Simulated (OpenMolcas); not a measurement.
## V II: Racah parameters, the spin-orbit constant, thermal populations, worked from levels

```
Program             : OpenMolcas 26.06
Basis               : ANO-L-VTZP [6s5p3d2f1g]
Scalar Hamiltonian  : non-relativistic, point nucleus
Active space        : 4 electrons in 5 orbitals (3d)
State averaging     : 2S+1 = 5 even, 5 roots; 2S+1 = 3 even, 45 roots; 2S+1 = 1 even, 50 roots (44 in the spin-orbit step)
Spin-orbit coupling : RASSI with atomic mean-field integrals over the reference wave functions, term energies averaged over their components
```

Methods: CASSCF; MS-CASPT2, IPEA 0.25 Eh, imaginary shift 0.1 Eh (closed shells correlated: 3s 3p). Measured levels: NIST Handbook of Basic Atomic Spectroscopic Data.

**Racah parameters.** Above 5D, d4 has 3G at 9B + 4C, 3H at 4B + 4C and 3D at 16B + 4C. The first two fix B and C, and the third tests them; where it misses by thousands of cm-1, two parameters do not describe the configuration (Trees and configuration-interaction terms are left out) and B and C hang on the terms chosen. Term energies are centres of gravity, weighted by 2J + 1.

```csv
Source,3G,3H,B,C,C/B,"3D from B, C",3D found
CASSCF,19938,15762,835,3105,3.72,25780,25739
MS-CASPT2,15314,12330,597,2486,4.16,19496,19467
```

Energies in cm-1. From CASSCF to MS-CASPT2, B changes by -28.5 % and C by -19.9 %.

**The spin-orbit constant.** For the Hund term 5D of d4, E(J) = (A/2) J(J+1) + constant and ζ = 2S·A = 4A. From J = 0 to J = 4 the energy changes by 10 A.

```tsv
Source	E(4) - E(0)	A	ζ
CASSCF	378.1	37.8	151
MS-CASPT2	380.2	38.0	152
measured	339.2	33.9	136
```

All in cm-1. MS-CASPT2 is off by +12.1 % and CASSCF by +11.5 %. Both methods take the spin-orbit matrix elements from the reference wave functions, so the second can move ζ only through the term energies and any multistate remixing. Second-order mixing with other terms is absorbed into this ζ.

**Thermal populations.** Z = Σ (2J + 1) exp(-E/kT) with k = 0.695035 cm-1/K, over the levels below. No other level of either list lies under 2550 cm-1, which is above 7 kT at each temperature.

```tsv
Level	2J + 1	MS-CASPT2	measured
3d4 5D0	1	0.0	0.0
3d4 5D1	3	40.0	36.0
3d4 5D2	5	119	107
3d4 5D3	7	233	209
3d4 5D4	9	380	339
```

```
T (K)  Z, MS-CASPT2  Z, measured levels  Ground level (%), MS-CASPT2  Ground level (%), measured levels
  300        10.046              10.857                         10.0                                9.2
```

At 300 K, kT = 209 cm-1, and the computed levels give Z = 1.000 + 2.476 + 2.826 + 2.290 + 1.455 = 10.046.

Term energies are means over components that CASPT2 splits; among the terms shown or strongly mixed into the levels shown the widest spread is 470 cm-1 (3d4 3H, MS-CASPT2). Some high roots are left out of the spin-orbit mixing, which shifts the levels that they would mix with. Without dynamic correlation excited terms often stand tens of per cent too high (terms of higher spin than the ground term too low), and those without a measured partner can miss by more than the paired ones (holds for CASSCF). Measured partners are found by configuration, term and J. A level has none where our copy of the source lacks it or the pairing is in doubt (some pairs that miss far off the trend of their configuration count as doubtful), and it then counts in no deviation. Levels of configurations outside the active space are missing.
